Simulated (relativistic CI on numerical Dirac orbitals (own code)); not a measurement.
**Forbidden lines of Hg³⁰⁺**

These numbers are calculated, not measured: Dirac-Coulomb-Breit CI, separate exchange-only KLI orbitals for each configuration, model QED (radiative potential, 1s self-energy scaled to tabulated hydrogen-like ionisation energies), unscaled Slater integrals (own radial code, finite nucleus).

Configurations in the expansion (outside the closed core [Ar] 3d10): 4s2.4p6.4d10.4f4, 4s2.4p6.4d9.4f5, 4s2.4p6.4d10.4f3.5s, 4s2.4p6.4d10.4f3.5p, 4s2.4p6.4d10.4f2.5s2, 4s2.4p5.4d10.4f5, 4s2.4p6.4d10.4f2.5s.5p, 4s2.4p6.4d10.4f3.5d, 4s2.4p6.4d10.4f2.5p2, 4s2.4p6.4d10.4f2.5s.5d, 4s.4p6.4d10.4f5, 4s2.4p6.4d9.4f4.5s, 4s2.4p6.4d9.4f3.5s2, 4s2.4p6.4d10.4f2.5p.5d, 4s2.4p6.4d10.4f3.5f, 4s2.4p6.4d10.4f3.6s, 4s2.4p6.4d10.4f2.5d2, 4s2.4p6.4d10.4f3.5g, 4s2.4p6.4d10.4f3.6d. Levels of other configurations are missing.

```tsv
λ vac (nm)	Lower	Upper	Type	A (s⁻¹)	E lower (cm⁻¹)	E upper (cm⁻¹)
81.869	4s2.4p6.4d10.4f4 5I_4 [1]	4s2.4p6.4d10.4f4 3I_5 [25]	M1	3.75e+02	0.0	122146.0
90.695	4s2.4p6.4d10.4f4 5I_4 [1]	4s2.4p6.4d10.4f4 5G_4 [19]	M1	3.42e+02	0.0	110259.7
103.74	4s2.4p6.4d10.4f4 5I_4 [1]	4s2.4p6.4d10.4f4 5F_4 [16]	M1	2.79e+02	0.0	96392.5
105.65	4s2.4p6.4d10.4f4 5I_5 [2]	4s2.4p6.4d10.4f4 3I_5 [25]	M1	2.38e+02	27495.7	122146.0
112.09	4s2.4p6.4d10.4f4 5I_5 [2]	4s2.4p6.4d10.4f4 5F_5 [22]	M1	2.54e+02	27495.7	116711.2
120.83	4s2.4p6.4d10.4f4 5I_5 [2]	4s2.4p6.4d10.4f4 5G_4 [19]	M1	9.13e+02	27495.7	110259.7
129.97	4s2.4p6.4d10.4f4 5I_4 [1]	4s2.4p6.4d10.4f4 5G_3 [11]	M1	2.25e+02	0.0	76943.4
143.56	4s2.4p6.4d10.4f4 5I_4 [1]	4s2.4p6.4d10.4f4 5F_3 [9]	M1	2.15e+02	0.0	69658.0
144.11	4s2.4p6.4d10.4f4 5I_7 [7]	4s2.4p6.4d10.4f4 5G_6 [31]	M1	2.67e+02	60147.5	129536.9
144.26	4s2.4p6.4d10.4f4 5I_6 [4]	4s2.4p6.4d10.4f4 5F_5 [22]	M1	3.31e+02	47389.7	116711.2
145.14	4s2.4p6.4d10.4f4 5I_5 [2]	4s2.4p6.4d10.4f4 5F_4 [16]	M1	2.32e+02	27495.7	96392.5
150.51	4s2.4p6.4d10.4f4 3G_4 [5]	4s2.4p6.4d10.4f4 3F_4 [27]	M1	9.17e+02	59549.7	125989.5
151.95	4s2.4p6.4d10.4f4 5I_7 [7]	4s2.4p6.4d10.4f4 3L_8 [26]	M1	4.46e+02	60147.5	125959.0
159.75	4s2.4p6.4d10.4f4 3G_4 [5]	4s2.4p6.4d10.4f4 3I_5 [25]	M1	1.08e+03	59549.7	122146.0
162.87	4s2.4p6.4d10.4f4 5I_5 [2]	4s2.4p6.4d10.4f4 3G_5 [14]	M1	3.12e+02	27495.7	88892.9
165.19	4s2.4p6.4d10.4f4 5F_1 [6]	4s2.4p6.4d10.4f4 3F_2 [24]	M1	7.97e+02	60098.4	120636.1
166.04	4s2.4p6.4d10.4f4 5F_1 [6]	4s2.4p6.4d10.4f4 3P_1 [23]	M1	1.09e+03	60098.4	120324.6
167.93	4s2.4p6.4d10.4f4 5I_4 [1]	4s2.4p6.4d10.4f4 3G_4 [5]	M1	1.61e+03	0.0	59549.7
171.91	4s2.4p6.4d10.4f4 5I_5 [2]	4s2.4p6.4d10.4f4 3K_6 [13]	M1	2.51e+03	27495.7	85665.1
173.68	4s2.4p6.4d10.4f4 3K_8 [8]	4s2.4p6.4d10.4f4 3M_9 [28]	M1	1.06e+03	69300.6	126876.9
190.09	4s2.4p6.4d10.4f4 5F_1 [6]	4s2.4p6.4d10.4f4 5F_2 [20]	M1	1.19e+03	60098.4	112705.0
197.20	4s2.4p6.4d10.4f4 3G_4 [5]	4s2.4p6.4d10.4f4 5G_4 [19]	M1	1.13e+03	59549.7	110259.7
222.90	4s2.4p6.4d10.4f4 5I_6 [4]	4s2.4p6.4d10.4f4 3L_7 [15]	M1	1.34e+03	47389.7	92253.7
225.26	4s2.4p6.4d10.4f4 5F_3 [9]	4s2.4p6.4d10.4f4 3G_3 [21]	M1	7.62e+02	69658.0	114051.7
229.17	4s2.4p6.4d10.4f4 5S_2 [12]	4s2.4p6.4d10.4f4 3F_2 [24]	M1	1.14e+03	77001.1	120636.1
230.82	4s2.4p6.4d10.4f4 5S_2 [12]	4s2.4p6.4d10.4f4 3P_1 [23]	M1	1.11e+03	77001.1	120324.6
232.30	4s2.4p6.4d10.4f4 5F_3 [9]	4s2.4p6.4d10.4f4 5F_2 [20]	M1	7.79e+02	69658.0	112705.0
244.60	4s2.4p6.4d10.4f4 5G_2 [10]	4s2.4p6.4d10.4f4 3G_3 [21]	M1	1.63e+03	73168.3	114051.7
246.04	4s2.4p6.4d10.4f4 3G_5 [14]	4s2.4p6.4d10.4f4 5G_6 [31]	M1	5.42e+02	88892.9	129536.9
253.03	4s2.4p6.4d10.4f4 5I_7 [7]	4s2.4p6.4d10.4f4 3M_8 [17]	M1	4.65e+02	60147.5	99668.4
261.26	4s2.4p6.4d10.4f4 5I_6 [4]	4s2.4p6.4d10.4f4 3K_6 [13]	M1	3.59e+02	47389.7	85665.1
271.42	4s2.4p6.4d10.4f4 3G_4 [5]	4s2.4p6.4d10.4f4 5F_4 [16]	M1	4.97e+02	59549.7	96392.5
291.56	4s2.4p6.4d10.4f4 3F_2 [3]	4s2.4p6.4d10.4f4 5G_3 [11]	M1	8.89e+02	42644.6	76943.4
296.69	4s2.4p6.4d10.4f4 3L_7 [15]	4s2.4p6.4d10.4f4 3L_8 [26]	M1	4.41e+02	92253.7	125959.0
300.15	4s2.4p6.4d10.4f4 5G_3 [11]	4s2.4p6.4d10.4f4 5G_4 [19]	M1	9.59e+02	76943.4	110259.7
300.72	4s2.4p6.4d10.4f4 3G_5 [14]	4s2.4p6.4d10.4f4 3I_5 [25]	M1	3.50e+02	88892.9	122146.0
311.47	4s2.4p6.4d10.4f4 5I_7 [7]	4s2.4p6.4d10.4f4 3L_7 [15]	M1	5.46e+02	60147.5	92253.7
327.62	4s2.4p6.4d10.4f4 3F_2 [3]	4s2.4p6.4d10.4f4 5G_2 [10]	M1	3.53e+02	42644.6	73168.3
329.30	4s2.4p6.4d10.4f4 3K_8 [8]	4s2.4p6.4d10.4f4 3M_8 [17]	M1	7.50e+02	69300.6	99668.4
340.79	4s2.4p6.4d10.4f4 3G_4 [5]	4s2.4p6.4d10.4f4 3G_5 [14]	M1	4.47e+02	59549.7	88892.9
363.69	4s2.4p6.4d10.4f4 5I_4 [1]	4s2.4p6.4d10.4f4 5I_5 [2]	M1	1.05e+03	0.0	27495.7
367.53	4s2.4p6.4d10.4f4 3M_8 [17]	4s2.4p6.4d10.4f4 3M_9 [28]	M1	2.40e+02	99668.4	126876.9
370.19	4s2.4p6.4d10.4f4 3F_2 [3]	4s2.4p6.4d10.4f4 5F_3 [9]	M1	2.57e+02	42644.6	69658.0
374.05	4s2.4p6.4d10.4f4 5F_3 [9]	4s2.4p6.4d10.4f4 5F_4 [16]	M1	3.60e+02	69658.0	96392.5
502.67	4s2.4p6.4d10.4f4 5I_5 [2]	4s2.4p6.4d10.4f4 5I_6 [4]	M1	4.50e+02	27495.7	47389.7
```

Terms are leading LS components. Brackets give the number of a level in order of energy, since labels repeat. The list gives strong lines, with weight on those to low levels, among the lowest 400 of 9784 levels, so that lines to higher ones, which can be the strongest, are missing. Levels whose partners in the same complex of configurations lie outside the list can be far off, and so can their lines. Rates are taken at the computed energies, electric ones in the length gauge.

At this charge energies of transitions that change n are usually good to better than 1 %, and those within a shell (Δn = 0) to a few per cent. Terms inside the open d or f shell come out 10 to 20 % too wide with unscaled integrals.

LS names give the leading component of a level, which can be under half, so a name can repeat, a term be missing and a line seem to break the LS rules.
